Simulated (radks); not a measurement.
Values are calculated unless marked as measured or tabulated.
Initial-state core-level shifts of the erbium ion Er+ when its valence configuration changes from [Xe] 4f12 6s1. Code: a radial shooting solver on a logarithmic mesh with Libxc functionals. Model: scalar-relativistic Kohn-Sham, BLYP, spin-polarised, spherical densities, finite nucleus; open shells are filled with parallel spins first (spin-orbit coupling, left out, can overturn this in heavy ions); Fermi nuclear charge, rms radius 5.2516 fm. Shifts are changes of the shell-averaged eigenvalues in eV (positive: less bound); the change of the density at the nucleus, which sets a Mossbauer isomer shift, is in e/bohr^3, on a base of 9.201e+05.

valence,2s,3s,4s,4p,density at nucleus
4f11 6s1 6p1,-10.545,-11.235,-10.966,-10.838,+46.13
4f13,+6.212,+6.648,+6.587,+6.521,-63.35
4f11.5 5d0.5 6s1,-3.343,-3.690,-3.573,-3.512,+17.97
4f11 5d1 6s1,-6.959,-7.714,-7.421,-7.284,+37.97
4f12 5d1,+1.449,+1.406,+1.431,+1.441,-43.14
4f10.5 5d1.5 6s1,-10.808,-12.028,-11.496,-11.268,+59.67
4f11 5d0.5 6s1 6p0.5,-8.718,-9.444,-9.163,-9.030,+41.81
4f12 6p1,-1.391,-1.372,-1.384,-1.387,-42.28
4f12.5 6s0.5,+3.605,+3.860,+3.809,+3.768,-35.56
